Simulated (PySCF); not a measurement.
# Two-dimensional NMR puzzle

Compound of formula C$_{8}$H$_{9}$N. Correlations simulated from computed shifts and the bond graph:

HSQC (one-bond C–H):
| δH | δC |
| --- | --- |
| 3.39 | 40.1 |
| 2.92 | 43.1 |
| 2.34 | 50.2 |
| 2.07 | 43.1 |
| 1.76 | 19.2 |
| 1.62 | 26.0 |
| 1.58 | 18.2 |

COSY cross peaks (H two or three bonds apart, from the bond graph; peaks can be absent where the dihedral angle is near 90°):
| δH | δH |
| --- | --- |
| 3.39 | 1.76 |
| 3.39 | 1.62 |
| 2.92 | 2.07 |
| 2.92 | 1.76 |
| 2.34 | 1.62 |
| 2.34 | 1.58 |
| 2.07 | 1.76 |
| 1.76 | 1.62 |

HMBC (two and three bonds, from the bond graph; two-bond peaks within aromatic rings are usually weak or absent):
| δH | δC |
| --- | --- |
| 3.39 | 123.5, 50.2, 43.1, 36.4, 26.0, 19.2 |
| 2.92 | 123.5, 50.2, 40.1, 36.4, 26.0, 19.2 |
| 2.34 | 123.5, 43.1, 40.1, 36.4, 26.0, 19.2, 18.2 |
| 2.07 | 123.5, 50.2, 40.1, 36.4, 26.0, 19.2 |
| 1.76 | 50.2, 43.1, 40.1, 36.4, 26.0 |
| 1.62 | 50.2, 43.1, 40.1, 36.4, 19.2, 18.2 |
| 1.58 | 50.2, 36.4, 26.0 |

Carbons without hydrogens: δ 123.5, 36.4.

- GIAO PBE0/pcSseg-1 shieldings
- GFN2-xTB geometry
- code: PySCF 2.14.0 with density-fitted response routines
- averaged over atoms made equivalent by symmetry, fast rotation or ring inversion, in vacuum, one computed conformer, non-relativistic Hamiltonian

References, each an isolated molecule treated in the same way: TMS for ¹H (σ = 31.72 ppm) and ¹³C (σ = 186.93 ppm).

Exchangeable hydrogens are left out of these lists.

**Question.** Work out the connectivity.

**Answer.** `C[C@@H]1[C@H]2[C@H]3C[C@]1(C#N)[C@H]32`.

Numbering as in the mapped SMILES `[CH3:1][C@@H:2]1[C@H:3]2[C@H:4]3[CH2:5][C@:6]1([C:7]#[N:8])[C@@H:9]23`. Hydrogens are named by the atom that carries them. Ha(C5) is cis to C3 on the ring; Hb(C5) is trans to C3 on the ring.

δC 123.5 is C7, a nitrile carbon. δC 50.2 is C2, an sp3 CH in a ring (δH 2.34). δC 43.1 is C5, an sp3 CH2 in a ring (δH 2.07, 2.92). δC 40.1 is C9, a three-membered-ring carbon (δH 3.39). δC 36.4 is C6, a quaternary sp3 carbon α to a nitrile. δC 26.0 is C3, a three-membered-ring carbon (δH 1.62). δC 19.2 is C4, a three-membered-ring carbon (δH 1.76). δC 18.2 is C1, a methyl carbon (δH 1.58). HMBC from δH 3.39 reaches the proton-free carbons C7, C6. HMBC from δH 2.92 reaches the proton-free carbons C7, C6. HMBC from δH 2.34 reaches the proton-free carbons C7, C6. HMBC from δH 2.07 reaches the proton-free carbons C7, C6. COSY links 3.39–1.76, 3.39–1.62, 2.92–2.07, 2.92–1.76, 2.34–1.62, 2.34–1.58.

The data come from this structure; uniqueness wasn't tested. Such data don't tell enantiomers apart.

Shifts are as computed. Against solution values, carbons near 30 ppm lie about +3 ppm off and those near 130 ppm about +5 ppm (rms about the fit 2.1 ppm; single classes can miss by 10 ppm). Of 1328 compounds with measured shifts, 309 miss one by over three times the rms of a fit or turn the order of signals round; such compounds aren't used in these exercises. Signals without a measured value on file couldn't be tested in this way; 1H shifts scatter by 0.2 ppm about their fit, and single ones miss by 0.5 ppm.
